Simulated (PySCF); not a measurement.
**Polarisability and C₆ of S²⁺ (sulfur, charge +2)**

[Ne] 3s2 3p2, high-spin 3P determinant. Computed with PySCF 2.14 in dyall-acv3z (19s12p6d4f, 113 functions), with no relativity, point nucleus. Coupled (time-dependent) response in atomic units; α is the mean over directions.

```
 method  mean α (bohr³)         α xx, yy, zz  C₆ (like pair)  S(−4)
    UHF           7.505  7.764, 7.376, 7.376           27.36  20.98
    PBE           7.317  7.494, 7.229, 7.229           26.50  18.59
   PBE0           7.329  7.536, 7.226, 7.226           26.56  18.79
r2SCANh           7.359  7.586, 7.245, 7.245           27.41  18.20
```

S(−4) is the Cauchy moment in α(ω) = α(0) + S(−4) ω² + …

α(iu) at r2SCANh:

| u (hartree) | α(iu) (bohr³) |
| --- | --- |
| 0 | 7.359 |
| 0.0500 | 7.313 |
| 0.100 | 7.182 |
| 0.200 | 6.709 |
| 0.300 | 6.062 |
| 0.500 | 4.671 |
| 0.750 | 3.268 |
| 1.00 | 2.329 |
| 1.50 | 1.317 |
| 2.00 | 0.8455 |
| 3.00 | 0.4468 |
| 5.00 | 0.2051 |

A single London oscillator, α(iu) = α/(1 + u²/ω²), gives C₆ = (3/4) ω α². Matching the computed C₆ needs ω = 4 × 27.41 / (3 × 7.359²) = 0.675 hartree.

For an ion, C₆ is the dispersion term alone; charge-induced terms of lower order in 1/R come first.

The components differ because the open shell of this determinant is not spherical; for a pure term their mean is the scalar polarisability.
